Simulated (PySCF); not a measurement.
These are PBE-D3(BJ)/def2-TZVP // r2SCAN-D4/def2-TZVP (PySCF 2.14.0) values and carry that method's errors. Gas-phase values, no solvent. Excitations are Tamm–Dancoff values on a coarser integration grid. The basis has no diffuse functions, so Rydberg states are missing or too high.

Reference species (SMILES): `[OH][Ge]([F])([F])[F]` (neutral, multiplicity 1).

```
Item                   Result
-------------------  --------
LUMO                 -2.40 eV
HOMO                 -8.79 eV
S1 excitation (TDA)   6.63 eV
```

Changed species: `[F][Ge]([F])([F])[F]` (0 of 4 F replaced by OH; the reference has 1 of 4 F replaced by OH).

Problem. Give the shifts of the LUMO, HOMO and S1 excitation (TDA).

Solution. the LUMO decreases by 0.52 eV, to -2.92 eV; the HOMO decreases by 1.69 eV, to -10.48 eV; the S1 excitation (TDA) rises by 1.09 eV, to 7.72 eV.
